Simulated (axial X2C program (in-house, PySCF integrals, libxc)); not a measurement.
## Photoelectron levels of Sb₂ by EOM-IP-CCSD

Calculated with an axial X2C code built on PySCF integrals: two-component X2C with atomic mean-field Coulomb and Gaunt terms, Gaussian nuclei, basis Sb dyall-cv3z with contracted cores.

R = 2.476 Å (near the PBE0 minimum at charge 0 of the determinant lowest at the starting distance; the state shown can have its own minimum elsewhere).

Vertical ionisation energies of Sb₂ to the states of Sb₂⁺:

```csv
Ω of Sb₂⁺,vertical IE (eV),above lowest (cm⁻¹),ionised spinor,one-hole weight
3/2,8.601,0,94% Sb pπ,0.96
1/2,8.983,3079,94% Sb pπ,0.96
1/2,9.148,4406,"84% Sb pσ, 14% Sb sσ",0.94
```

(1) What is the splitting of the first π pair in the table, and is it regular or inverted?

This point took 12 s on 1 thread of Arm Neoverse N1, with other jobs on the host.

Reference electrons by ω block (each with its −ω partner): 1/2: 32, 3/2: 15, 5/2: 4. 10 electrons of Sb₂ correlated (inner shells frozen), 94 natural virtual spinors (a truncated set); levels can be off by some tenths of an eV. Roots sought by Ω: (1/2: 4, 3/2: 3, 5/2: 1); the list ends where they run out and leaves out roots under 60 % one-particle weight. The solver can skip a root, and states that need a further excitation, which the method places far too high, are missing though they may lie low or lowest. T1 of the reference 0.021 (Lee–Taylor). Number of frozen shells: Sb 4 s, 3 p, 2 d. g and u states are not told apart.

## Answers

(1) E(3/2) − E(1/2) = 0 − 3079 = -3079 cm⁻¹ at EOM-IP-CCSD: inverted, Ω = 3/2 lower. Splittings at this level can be off by ten to twenty per cent.
